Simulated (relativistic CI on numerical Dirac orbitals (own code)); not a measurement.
# Pd2+: 4p photoemission

Computed with this model: Dirac-Coulomb-Breit CI, orbitals from a KLI potential per configuration, a model potential for QED, valence Slater integrals scaled by 0.9, multiplet model of photoemission in the sudden approximation; configurations [Kr] 4d8 → [Ar] 3d10 4s2 4p5 4d8; 300 K; Lorentzian 1.2 eV and Gaussian 0.6 eV FWHM. Energies are those of the free ion, without screening or charge transfer. The energies are binding energies and can lie tens of eV above those of solids. S is read from ⟨S²⟩ = S(S + 1).

Field parameters in Wybourne normalisation: Oh B⁴₀ = 21Dq, B⁴₄ = √(5/14) B⁴₀. The field is a parameter set, without covalency.

Computed curve for free ion, scaled to 100 at the maximum (points under 2 are left out and the grid is thinned):

| Energy (eV) | Intensity |
| --- | --- |
| 75.6 | 2.1 |
| 76.2 | 2.5 |
| 77.0 | 3.3 |
| 77.6 | 4.2 |
| 78.4 | 6.2 |
| 79.0 | 9.1 |
| 79.6 | 14.9 |
| 80.4 | 38.5 |
| 81.0 | 84.6 |
| 81.6 | 92.9 |
| 82.4 | 58.2 |
| 83.0 | 50.8 |
| 83.8 | 36.2 |
| 84.4 | 35.7 |
| 85.0 | 44.2 |
| 85.8 | 69.9 |
| 86.4 | 53.8 |
| 87.2 | 53.6 |
| 87.8 | 57.4 |
| 88.4 | 37.5 |
| 89.2 | 36.7 |
| 89.8 | 58.3 |
| 90.4 | 68.8 |
| 91.2 | 36.7 |
| 91.8 | 23.4 |
| 92.6 | 23.0 |
| 93.2 | 26.0 |
| 93.8 | 18.5 |
| 94.6 | 20.2 |
| 95.2 | 28.5 |
| 96.0 | 19.9 |
| 96.6 | 21.7 |
| 97.2 | 40.3 |
| 98.0 | 42.2 |
| 98.6 | 22.4 |
| 99.2 | 12.4 |
| 100.0 | 5.7 |
| 100.6 | 3.8 |
| 101.4 | 2.5 |
| 102.0 | 2.0 |

The ground state has S = 1.00, and the centroid lies at 87.84 eV.
